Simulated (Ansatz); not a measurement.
## Nudged elastic band run: BCl$_{2}$H$_{3}$O

The input (input.yaml):

```yaml
crystal:
  periodic: [false, false, false]
  atoms:
    - { symbol: B, position_ang: [-0.532588, -0.375303, -0.147392] }
    - { symbol: H, position_ang: [-0.352887, -1.491357, 0.303002] }
    - { symbol: Cl, position_ang: [0.024357, -0.167699, -1.89677] }
    - { symbol: Cl, position_ang: [-2.110035, 0.405015, 0.252384] }
    - { symbol: H, position_ang: [1.382606, -0.06848, 0.844313] }
    - { symbol: O, position_ang: [0.6331, 0.542587, 0.674606] }
    - { symbol: H, position_ang: [0.955447, 1.155338, -0.030142] }
basis:
  gaussian: { orbitals: def2-SVP }
hamiltonian:
  xc: pbe
neb:
  order_check: false
  images: 5
  f_tol: 0.03
  max_iterations: 60
  final_atoms:
    - { symbol: B, position_ang: [-0.62794145, 0.61402593, -0.47813314] }
    - { symbol: H, position_ang: [0.74353817, -2.13460148, 0.99200594] }
    - { symbol: Cl, position_ang: [-0.26381456, -0.00218636, -2.10490417] }
    - { symbol: Cl, position_ang: [-2.22800664, 0.37424232, 0.21434895] }
    - { symbol: H, position_ang: [0.92913961, -1.47744579, 1.34326009] }
    - { symbol: O, position_ang: [0.29978407, 1.27089759, 0.25467725] }
    - { symbol: H, position_ang: [1.1473008, 1.3551688, -0.22125392] }
  initial_path:
    images:
      - { positions_ang: [[-0.532588, -0.375303, -0.147392], [-0.352887, -1.491357, 0.303002], [0.024357, -0.167699, -1.89677], [-2.110035, 0.405015, 0.252384], [1.382606, -0.06848, 0.844313], [0.6331, 0.542587, 0.674606], [0.955447, 1.155338, -0.030142]] }
      - { positions_ang: [[-0.53518431, -0.30174454, -0.18783115], [-0.1904958, -1.41817822, 0.36875523], [-0.02785361, -0.18583118, -1.91882308], [-2.11633779, 0.3430505, 0.26165291], [1.15962045, -0.21936711, 0.82124673], [0.64281666, 0.61164787, 0.65747024], [1.06743439, 1.17052368, -0.00246988]] }
      - { positions_ang: [[-0.53778062, -0.22818608, -0.2282703], [-0.02810459, -1.34499944, 0.43450846], [-0.08006421, -0.20396335, -1.94087616], [-2.12264057, 0.28108599, 0.27092181], [0.9366349, -0.37025423, 0.79818047], [0.65253332, 0.68070875, 0.64033448], [1.17942178, 1.18570937, 0.02520224]] }
      - { positions_ang: [[-0.54037693, -0.15462762, -0.26870945], [0.13428661, -1.27182066, 0.50026169], [-0.13227482, -0.22209553, -1.96292923], [-2.12894336, 0.21912149, 0.28019072], [0.71364935, -0.52114134, 0.7751142], [0.66224998, 0.74976962, 0.62319872], [1.29140917, 1.20089505, 0.05287435]] }
      - { positions_ang: [[-0.5695651, 0.10159023, -0.33851735], [0.33737047, -1.55941427, 0.66417644], [-0.1761214, -0.14879247, -2.01025421], [-2.16196445, 0.27082843, 0.25824346], [0.78547944, -0.83990949, 0.96449617], [0.54142801, 0.92347894, 0.50035823], [1.24337305, 1.25231963, -0.03850174]] }
      - { positions_ang: [[-0.59875328, 0.35780808, -0.40832525], [0.54045432, -1.84700788, 0.82809119], [-0.21996798, -0.07548942, -2.05757919], [-2.19498555, 0.32253537, 0.23629621], [0.85730952, -1.15867764, 1.15387813], [0.42060604, 1.09718827, 0.37751774], [1.19533692, 1.30374421, -0.12987783]] }
      - { positions_ang: [[-0.62794145, 0.61402593, -0.47813314], [0.74353817, -2.13460148, 0.99200594], [-0.26381456, -0.00218636, -2.10490417], [-2.22800664, 0.37424232, 0.21434895], [0.92913961, -1.47744579, 1.34326009], [0.29978407, 1.27089759, 0.25467725], [1.1473008, 1.3551688, -0.22125392]] }
```

Launched with:

```bash
$ ansatz run input.yaml --threads 2 --pin off --max-ram 3072MiB --backend cpu --events-out ev --progress --plain --runs-dir out
```

Output, in part (warnings, iteration lines, the closing report on the highest movable image, with atoms numbered from 0):

```
NEB end point (image 0): max|allowed force component| = 2.597e-2 eV/Å (the criterion of neb.relax_end_points is 1.000e-2)
NEB end point (image 6): max|allowed force component| = 2.556e-2 eV/Å (the criterion of neb.relax_end_points is 1.000e-2)
NEB iter   1: max|band force component| = 3.997e0 eV/Å  barrier→ = 1.4044 eV  barrier← = 2.1667 eV  Δτ_max = 0.1939 Å  (180 SCF iters)
NEB iter   2: max|band force component| = 2.836e0 eV/Å  barrier→ = 1.2026 eV  barrier← = 1.9649 eV  Δτ_max = 0.2000 Å  (153 SCF iters)
NEB iter   3: max|band force component| = 8.957e0 eV/Å  barrier→ = 0.9035 eV  barrier← = 1.6658 eV  Δτ_max = 0.1021 Å  (146 SCF iters)
NEB iter   4: max|band force component| = 1.920e0 eV/Å  barrier→ = 1.0922 eV  barrier← = 1.8545 eV  Δτ_max = 0.1523 Å  (149 SCF iters)
NEB iter   5: max|band force component| = 1.486e0 eV/Å  barrier→ = 0.9169 eV  barrier← = 1.6792 eV  Δτ_max = 0.0912 Å  (146 SCF iters)
NEB iter   6: max|band force component| = 5.080e-1 eV/Å  barrier→ = 0.8844 eV  barrier← = 1.6467 eV  Δτ_max = 0.0500 Å  (139 SCF iters)
NEB iter   7: max|band force component| = 5.670e-1 eV/Å  barrier→ = 0.8584 eV  barrier← = 1.6207 eV  CI = image 2  Δτ_max = 0.1141 Å  (137 SCF iters)
NEB iter   8: max|band force component| = 4.899e-1 eV/Å  barrier→ = 0.9176 eV  barrier← = 1.6799 eV  CI = image 2  Δτ_max = 0.0359 Å  (140 SCF iters)
NEB iter   9: max|band force component| = 2.378e-1 eV/Å  barrier→ = 0.9120 eV  barrier← = 1.6743 eV  CI = image 2  Δτ_max = 0.0152 Å  (137 SCF iters)
NEB iter  10: max|band force component| = 1.245e-1 eV/Å  barrier→ = 0.9094 eV  barrier← = 1.6717 eV  CI = image 2  Δτ_max = 0.0234 Å  (127 SCF iters)
NEB iter  11: max|band force component| = 7.164e-2 eV/Å  barrier→ = 0.9074 eV  barrier← = 1.6697 eV  CI = image 2  Δτ_max = 0.0078 Å  (125 SCF iters)
NEB iter  12: max|band force component| = 3.358e-2 eV/Å  barrier→ = 0.9072 eV  barrier← = 1.6695 eV  CI = image 2  Δτ_max = 0.0097 Å  (127 SCF iters)
NEB iter  13: max|band force component| = 5.121e-2 eV/Å  barrier→ = 0.9071 eV  barrier← = 1.6694 eV  CI = image 2  Δτ_max = 0.0048 Å  (125 SCF iters)
NEB iter  14: max|band force component| = 7.167e-3 eV/Å  barrier→ = 0.9071 eV  barrier← = 1.6694 eV  CI = image 2  Δτ_max = 0.0000 Å  (239 SCF iters)
Total energy: -27795.30227319 eV, -1021.4585182071 hartree
Atom 0 at    -0.409963    -0.095272    -0.160096 Å, force    -0.000368     0.003774    -0.003076 eV/Å
Atom 1 at     0.028377    -1.261182     0.415029 Å, force     0.000196    -0.000508     0.000109 eV/Å
Atom 2 at    -0.038111    -0.194003    -1.927368 Å, force    -0.000727    -0.000792     0.001398 eV/Å
Atom 3 at    -2.104941     0.155739     0.353122 Å, force     0.000577    -0.000903     0.000637 eV/Å
Atom 4 at     0.638940    -0.480900     0.752515 Å, force     0.000639     0.000250     0.001480 eV/Å
Atom 5 at     0.599777     0.799459     0.605100 Å, force     0.000368    -0.001579    -0.003445 eV/Å
Atom 6 at     1.285921     1.076260    -0.038301 Å, force    -0.000684    -0.000241     0.002897 eV/Å
Dipole moment:     0.565187    -0.027288     0.120282 e Å
```

The forces met the threshold. A vibrational analysis at the climbing image gives one clearly imaginary mode, 1203i cm⁻¹: a first-order saddle point. The orbitals stay closed-shell, which can raise the energy where a bond breaks towards radicals; this wasn't checked here.

Final band (atoms are numbered from 1 in the order of the input):

| image | path coordinate (Å) | energy (eV) | B1–H2 (Å) | H5–O6 (Å) | H2–H5 (Å) |
| --- | --- | --- | --- | --- | --- |
| 0 | 0.00 | 0.00 | 1.22 | 0.98 | 2.31 |
| 1 | 0.63 | 0.16 | 1.23 | 0.99 | 1.77 |
| 2 | 1.27 | 0.91 | 1.37 | 1.29 | 1.05 |
| 3 | 1.83 | -0.04 | 1.85 | 1.84 | 0.79 |
| 4 | 2.40 | -0.61 | 2.41 | 2.32 | 0.77 |
| 5 | 2.97 | -0.74 | 2.91 | 2.73 | 0.77 |
| 6 | 3.53 | -0.76 | 3.41 | 3.02 | 0.77 |

Run time: 38 s on 2 threads of Intel(R) Xeon(R) 6975P-C (Granite Rapids), on a shared host, peak memory 0.16 GiB.
